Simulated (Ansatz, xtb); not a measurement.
## GaH5O3Se: which of two structures lies lower

We compare X, `O[SeH+][GaH-]([OH])[OH]`, a singlet, with Y, a singlet given by its coordinates. Both are isolated molecules in the gas phase, relaxed with PBE0-D4/def2-SVP; the shapes shown needn't be the lowest conformers.

X (Å):

```xyz
10

Ga   -0.0769    1.4228    0.9983
O    -3.1175    2.4011    0.5756
O    -0.8150    2.1197   -0.5498
O    -0.1800   -0.3779    1.0330
Se   -2.4765    1.6537    2.0456
H    -2.3324    2.3691   -0.0586
H    -2.6550    0.2208    1.6987
H     1.0244    2.2642    1.7199
H    -0.3917    2.9233   -0.8686
H     0.6557   -0.8357    0.9027
```

Y (Å):

```yaml
atoms:
  - { symbol: Ga, position_ang: [-0.8218, -0.2106, 0.3557] }
  - { symbol: O, position_ang: [-1.6330, -0.6608, -1.1902] }
  - { symbol: O, position_ang: [0.7564, 0.6327, 0.3365] }
  - { symbol: O, position_ang: [-1.2423, -1.1809, 1.8067] }
  - { symbol: Se, position_ang: [-2.6672, 1.7786, 0.7975] }
  - { symbol: H, position_ang: [-1.9311, -1.5763, -1.1808] }
  - { symbol: H, position_ang: [1.0407, 0.8603, -0.5541] }
  - { symbol: H, position_ang: [-0.5385, -1.1783, 2.4634] }
  - { symbol: H, position_ang: [-3.3418, 1.1383, -0.3430] }
  - { symbol: H, position_ang: [-3.2823, 0.8435, 1.7522] }
```

Close contacts (Å): Ga1–O2 1.80, Ga1–O3 1.79, Ga1–O4 1.80, Ga1–Se5 2.75, O2–H6 0.96, O3–H7 0.96, O4–H8 0.96, Se5–H9 1.47, Se5–H10 1.47.

Question: Estimate which is lower in electronic energy at CCSD(T)/def2-SVP + ΔMP2/def2-TZVPP, and by roughly how much.

Answer: The CCSD(T)/def2-SVP + ΔMP2/def2-TZVPP calculation puts structure Y lower, by 33.6 kcal/mol.

The same difference at several levels:

```json
{"level": "PBE0-D4/def2-SVP", "geometry": "PBE0-D4/def2-SVP", "E(Y) − E(X) (kcal/mol)": "−31.0", "departure from the last row (kcal/mol)": "+2.6", "job, with rough time for the two": "optimisation, 4.3 min"}
{"level": "HF/def2-SVP", "geometry": "PBE0-D4/def2-SVP", "E(Y) − E(X) (kcal/mol)": "−42.0", "departure from the last row (kcal/mol)": "−8.4", "job, with rough time for the two": "part of the CCSD(T) run"}
{"level": "MP2/def2-SVP", "geometry": "PBE0-D4/def2-SVP", "E(Y) − E(X) (kcal/mol)": "−39.3", "departure from the last row (kcal/mol)": "−5.7", "job, with rough time for the two": "part of the CCSD(T) run"}
{"level": "CCSD(T)/def2-SVP", "geometry": "PBE0-D4/def2-SVP", "E(Y) − E(X) (kcal/mol)": "−37.6", "departure from the last row (kcal/mol)": "−4.0", "job, with rough time for the two": "single point"}
{"level": "CCSD(T)/def2-SVP + ΔMP2/def2-TZVPP", "geometry": "PBE0-D4/def2-SVP", "E(Y) − E(X) (kcal/mol)": "−33.6", "departure from the last row (kcal/mol)": "", "job, with rough time for the two": "single point, 2 min"}
```

The levels shown agree on the order. The largest departure from CCSD(T)/def2-SVP + ΔMP2/def2-TZVPP is that of HF/def2-SVP, 8.4 kcal/mol. Levels run at GFN2-xTB geometries aren't shown. The last row adds to CCSD(T) the change of the MP2 difference between the two basis sets, here +4.0 kcal/mol, a large step that makes the value less sure.

With thermal terms from frequencies at re-optimised GFN2-xTB minima (ideal gas, soft modes damped towards free rotors, one conformer each, 298.15 K, 1 atm): on the last row, ΔE + ΔZPE = −34.1, ΔH = −33.5, ΔG = −35.0 kcal/mol.

The correlated steps freeze 21 core orbitals; the filled d shell of Ga and Se is correlated, in a basis made for valence electrons. Run with Ansatz 0.2.0, xtb 6.7.1; the last row on 2 threads of Arm Neoverse V1 on a shared host.
